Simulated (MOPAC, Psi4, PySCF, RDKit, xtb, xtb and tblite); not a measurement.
Two geometries of SMILES COC(=O)c1cccc([SiH3])c1, relaxed at GFN2-xTB with one dihedral held; other torsions can differ between them too.

Structure A

```
21

C     -4.0711     0.3091    -0.1042
O     -2.9215    -0.4348    -0.4566
C     -1.7459     0.2924    -0.4654
O     -0.9817     0.2394     0.4579
C     -1.5160     1.0885    -1.6902
C     -2.2519     0.8643    -2.8529
C     -1.9957     1.6258    -3.9772
C     -1.0161     2.6048    -3.9454
C     -0.2629     2.8445    -2.7982
Si     1.1020     4.1527    -2.7656
C     -0.5272     2.0701    -1.6772
H     -4.9139    -0.3710    -0.2109
H     -4.0070     0.6530     0.9331
H     -4.2071     1.1742    -0.7633
H     -3.0004     0.0862    -2.8709
H     -2.5595     1.4551    -4.8829
H     -0.8292     3.1949    -4.8315
H      2.3886     3.5000    -3.0154
H      1.1005     4.7997    -1.4540
H      0.8232     5.1315    -3.8189
H      0.0303     2.2188    -0.7637
```

Structure B

```
21

C      3.3865     0.7028    -1.3468
O      3.0065    -0.2571    -0.3809
C      2.2591     0.1027     0.6795
O      1.9440    -0.7230     1.4915
C      1.8550     1.5416     0.7791
C      2.7411     2.4872     1.2831
C      2.3346     3.8039     1.4070
C      1.0558     4.1745     1.0291
C      0.1508     3.2431     0.5302
Si    -1.6099     3.7229     0.0378
C      0.5706     1.9219     0.4157
H      4.1188     1.4047    -0.9406
H      2.5242     1.2611    -1.7197
H      3.8381     0.1379    -2.1604
H      3.7337     2.1891     1.5894
H      3.0180     4.5414     1.8019
H      0.7515     5.2065     1.1292
H     -1.8438     3.2774    -1.3386
H     -2.5549     3.0695     0.9436
H     -1.7331     5.1785     0.1240
H     -0.1118     1.1730     0.0385
```

Which is lower in energy at the level PBE0-D3(BJ)/def2-SVP // GFN2-xTB (Psi4), and by how much?

A is lower, by 1.34 kJ/mol (dihedral C1–O2–C3–O4: 100° in A, 180° in B).

E(B) − E(A) in kJ/mol at the other levels, on the same two geometries: GFN2-xTB (xtb and tblite) -20.47; MMFF94 // GFN2-xTB (RDKit) 2.46; PBE0/def2-SVP // GFN2-xTB (Psi4) 2.77; PBE/def2-SVP // GFN2-xTB (Psi4) -0.37; PBE-D3(BJ)/def2-SVP // GFN2-xTB (Psi4) -1.79; UFF // GFN2-xTB (RDKit) -3.50; PM3, restricted, heats of formation // GFN2-xTB (MOPAC) -13.69; PM6, restricted, heats of formation // GFN2-xTB (MOPAC) -14.28; GFN1-xTB // GFN2-xTB (xtb) -11.19; restricted B3LYP/6-31G*, spherical d, density fitting // GFN2-xTB (PySCF) 5.16; restricted Hartree-Fock/3-21G, density fitting // GFN2-xTB (PySCF) 32.51; restricted B3LYP/3-21G, density fitting // GFN2-xTB (PySCF) 23.22; restricted Hartree-Fock/6-31G*, spherical d, density fitting // GFN2-xTB (PySCF) 12.50.
